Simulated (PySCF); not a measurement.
The numbers are results of CAM-B3LYP-D3(BJ)/def2-TZVP run with PySCF, not measurements. All species are isolated molecules in the gas phase. One relaxed conformer stands for a flexible species; it need not be the lowest. Excitations are Tamm–Dancoff values on a coarser integration grid. The basis has no diffuse functions, so Rydberg states are missing or too high.

Reference species (SMILES): `C=C(C(C)=C)B` (neutral, multiplicity 1).

| Property | Result |
|---|---|
| S1 excitation (TDA) | 4.80 eV |
| T1 excitation (TDA) | 3.03 eV |
| HOMO | -8.19 eV |
| HOMO–LUMO gap | 7.35 eV |

After one change: the S1 excitation (TDA) rises by 0.20 eV; the T1 excitation (TDA) falls by 0.41 eV; the HOMO falls by 0.06 eV; the HOMO–LUMO gap decreases by 0.29 eV.

Problem. What was changed between the two runs? The new species is one of these.
A) `BC(=C)/C=C/C`
B) `B/C(C=C)=C\C`
C) `B/C(C)=C/C=C`
D) `BC(=C)/C=C\C`

Solution. C, `B/C(C)=C/C=C`
